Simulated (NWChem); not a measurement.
System: C$_{3}$H$_{3}$Cl; SMILES C=C=CCl

Excerpt of the output:

```
             Northwest Computational Chemistry Package (NWChem) 7.3.0
             --------------------------------------------------------

                             Geometry "geometry" -> ""
                             -------------------------

 Output coordinates in angstroms (scale by  1.889725989 to convert to a.u.)

  No.       Tag          Charge          X              Y              Z
 ---- ---------------- ---------- -------------- -------------- --------------
    1 C                    6.0000     0.36734400     2.31098900     0.00000000
    2 C                    6.0000    -0.16275500     1.11633400     0.00000000
    3 C                    6.0000    -0.71129600    -0.07077600     0.00000000
    4 Cl                  17.0000     0.20529300    -1.54437300     0.00000000
    5 H                    1.0000     0.59826900     2.83107200    -0.93659500
    6 H                    1.0000     0.59826900     2.83107200     0.93659500
    7 H                    1.0000    -1.79463700    -0.22029400     0.00000000

 Effective nuclear repulsion energy (a.u.)     126.0180037362

                              NWChem Property Module
                              ----------------------

  itol2e modified to match energy
  convergence criterion.

                                 NWChem DFT Module
                                 -----------------

 Summary of "ao basis" -> "ao basis" (spherical)
 ------------------------------------------------------------------------------
       Tag                 Description            Shells   Functions and Types
 ---------------- ------------------------------  ------  ---------------------
 C                          pcsseg-1                 7       17   3s3p1d
 Cl                         pcsseg-1                10       24   4s5p1d
 H                          pcsseg-1                 3        5   2s1p

  itol2e modified to match energy
  convergence criterion.

            General Information
            -------------------
          SCF calculation type: DFT
          Wavefunction type:  closed shell.
          No. of atoms     :     7
          No. of electrons :    38
           Alpha electrons :    19
            Beta electrons :    19
          Charge           :     0
          Spin multiplicity:     1
          Use of symmetry is: off; symmetry adaption is: off
          Maximum number of iterations: 150
          AO basis - number of functions:    90
                     number of shells:    40
          Convergence on energy requested:  1.00D-07
          Convergence on density requested:  1.00D-05
          Convergence on gradient requested:  5.00D-04

              XC Information
              --------------
                          KT2 Method XC Functional
                        Slater Exchange Functional  1.072 local
                           KT1 gradient correction  1.000 non-local
            Perdew 1991 LDA Correlation Functional  0.577 local

             Grid Information
             ----------------
          Grid used for XC integration:  fine
          Radial quadrature: Mura-Knowles
          Angular quadrature: Lebedev.
          Tag              B.-S. Rad. Rad. Pts. Rad. Cut. Ang. Pts.
          ---              ---------- --------- --------- ---------
          C                   0.70       70          11.0       590
          Cl                  1.00      123          12.0       770
          H                   0.35       60          11.0       590
          Grid pruning is: on
          Number of quadrature shells:   513
          Spatial weights used:  Erf1

      Superposition of Atomic Density Guess
      -------------------------------------

 Sum of atomic energies:        -573.89841373

      Non-variational initial energy
      ------------------------------

 Total energy =    -575.808135
 1-e energy   =   -1037.280739
 2-e energy   =     335.454601
 HOMO         =      -0.274638
 LUMO         =      -0.023418

[...]

          -----------------------------------------
          Chemical Shielding Tensors (GIAO, in ppm)
          -----------------------------------------

                                NWChem CPHF Module
                                ------------------

  scftype          =     RHF
  nclosed          =       19
  nopen            =        0
  variables        =     1349
  # of vectors     =        3
  tolerance        = 0.10D-03
  level shift      = 0.00D+00
  max iterations   =       50
  max subspace     =       30

 SCF residual:    3.6469090658245857E-005

Iterative solution of linear equations
  No. of variables     1349
  No. of equations        3
  Maximum subspace       30
        Iterations       50
       Convergence  1.0D-04

   iter   nsub   residual    time
   ----  ------  --------  ---------
     1      3    2.40D-05      18.7

      Atom:    1  C
        Diamagnetic
    255.4653      8.0959     -0.0000
      8.0959    266.4304     -0.0000
     -0.0000     -0.0000    264.8224

        Paramagnetic
    -99.5668    -26.7006      0.0000
    -26.7006   -144.9479      0.0000
      0.0000      0.0000   -242.3395

        Total Shielding Tensor
    155.8985    -18.6047      0.0000
    -18.6047    121.4826      0.0000
      0.0000      0.0000     22.4829

           isotropic =      99.9547
          anisotropy =      96.1178

          Principal Components and Axis System
                 1           2           3
              164.0332    113.3479     22.4829

      1         0.9162      0.4006     -0.0000
      2        -0.4006      0.9162     -0.0000
      3        -0.0000      0.0000      1.0000

      Atom:    2  C
        Diamagnetic
    250.6526     14.8581      0.0000
     14.8581    283.1426      0.0000
      0.0000      0.0000    243.6502

        Paramagnetic
   -266.5837      1.8219     -0.0000
      1.8219   -304.8542     -0.0000
     -0.0000     -0.0000   -285.7945

        Total Shielding Tensor
    -15.9311     16.6800     -0.0000
     16.6800    -21.7116     -0.0000
     -0.0000     -0.0000    -42.1443

           isotropic =     -26.5957
          anisotropy =     -23.3229

          Principal Components and Axis System
                 1           2           3
              -42.1443    -35.7499     -1.8929

      1        -0.0000     -0.6439      0.7651
      2         0.0000      0.7651      0.6439
      3         1.0000     -0.0000     -0.0000

      Atom:    3  C
        Diamagnetic
    254.2104     -7.6870      0.0000
     -7.6870    279.2837     -0.0000
      0.0000     -0.0000    243.1150

        Paramagnetic
   -219.7301     26.0109      0.0000
     26.0109   -186.4724      0.0000
      0.0000      0.0000   -107.7148

        Total Shielding Tensor
     34.4803     18.3239      0.0000
     18.3239     92.8113      0.0000
      0.0000      0.0000    135.4002

           isotropic =      87.5640
          anisotropy =      71.7544

          Principal Components and Axis System
                 1           2           3
              135.4002     98.0899     29.2018

      1         0.0000      0.2768      0.9609
      2         0.0000      0.9609     -0.2768
      3         1.0000     -0.0000     -0.0000

      Atom:    4  Cl
        Diamagnetic
   1147.2841     -5.9871     -0.0000
     -5.9871   1154.2812      0.0000
     -0.0000      0.0000   1145.2422

        Paramagnetic
   -417.1717   -105.8533      0.0000
   -105.8533   -270.1690      0.0000
      0.0000      0.0000   -468.5762

        Total Shielding Tensor
    730.1125   -111.8404      0.0000
   -111.8404    884.1121      0.0000
      0.0000      0.0000    676.6660

           isotropic =     763.6302
          anisotropy =     268.8989

          Principal Components and Axis System
                 1           2           3
              942.8962    676.6660    671.3284

      1        -0.4653      0.0000      0.8852
      2         0.8852      0.0000      0.4653
      3         0.0000      1.0000     -0.0000

      Atom:    5  H
        Diamagnetic
     22.8423      4.0243     -3.5346
      4.0243     30.4961     -8.0245
     -3.5346     -8.0245     34.1847

        Paramagnetic
      1.5994     -2.5305      2.9811
     -2.5305     -2.8491      6.6304
      2.9811      6.6304     -8.9339

        Total Shielding Tensor
     24.4417      1.4938     -0.5536
      1.4938     27.6470     -1.3941
     -0.5536     -1.3941     25.2508

           isotropic =      25.7798
          anisotropy =       4.6185

          Principal Components and Axis System
                 1           2           3
               28.8589     24.6272     23.8534

      1         0.3386      0.1359      0.9310
      2         0.8590      0.3590     -0.3649
      3        -0.3839      0.9234      0.0048

      Atom:    6  H
        Diamagnetic
     40.9773      0.4394      0.0000
      0.4394     26.9435      0.0000
      0.0000      0.0000     20.6187

        Paramagnetic
    -12.5264     -3.0127      0.0000
     -3.0127     -0.6469     -0.0000
      0.0000     -0.0000     -0.2337

        Total Shielding Tensor
     28.4509     -2.5733      0.0000
     -2.5733     26.2965     -0.0000
      0.0000     -0.0000     20.3850

           isotropic =      25.0441
          anisotropy =       7.6788

          Principal Components and Axis System
                 1           2           3
               30.1634     24.5841     20.3850

      1         0.8325      0.5540     -0.0000
      2        -0.5540      0.8325     -0.0000
      3         0.0000      0.0000      1.0000
```

Level: KT2/pcSseg-1, GIAO. All runs use the structure optimised with PBE0/def2-SVP. The output numbers the shielded atoms by their place in the input's list. The printed shielding anisotropy is the first printed principal value minus the mean of the other two.

Problem. Reconstruct the input file.

Solution. One answer among several that fit: the input that was run:
```
start job
memory heap 200 mb stack 900 mb global 1100 mb
geometry units angstroms noautosym nocenter noautoz
  C      0.367344     2.310989     0.000000
  C     -0.162755     1.116334     0.000000
  C     -0.711296    -0.070776     0.000000
  Cl     0.205293    -1.544373     0.000000
  H      0.598269     2.831072    -0.936595
  H      0.598269     2.831072     0.936595
  H     -1.794637    -0.220294     0.000000
end
basis spherical
  * library pcsseg-1
end
dft
  xc kt2
  iterations 150
end
property
  shielding 6 1 2 3 4 5 7
end
task dft property
```
